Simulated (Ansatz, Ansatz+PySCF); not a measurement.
| atom | x (Å) | y (Å) | z (Å) |
| --- | --- | --- | --- |
| O | 0.0000 | 0.0000 | -0.5941 |
| O | 0.0000 | 0.0000 | 0.5941 |
| H | 30.0000 | 0.0000 | -2.9815 |
| F | 30.0000 | 0.0000 | 0.3313 |

Basis set: 6-31G (spherical functions). Left uncorrelated: 3 orbitals. Charge 0, multiplicity 3.

Computed with Ansatz (development build ahead of 0.2.0); each method stands on the lowest determinant of its kind that the runs found.

Question: Give the atomization energy at this shape (free ground-state atoms in the same class of orbitals less the molecule, no zero-point energy) of triplet HO₂F in separate pieces by UHF-CCSD(T), UHF-MP2, UHF.

Answer:

```json
{"method": "UHF-CCSD(T)", "atomization energy": "272.5 kJ/mol"}
{"method": "UHF-MP2", "atomization energy": "310.3 kJ/mol"}
{"method": "UHF", "atomization energy": "-38.8 kJ/mol"}
```

Caution: the shape is not the minimum; the unrestricted determinant is a mixture of spin states.

This basis has no polarisation functions and is too small for such energies, which can lie far from measured ones in either direction.
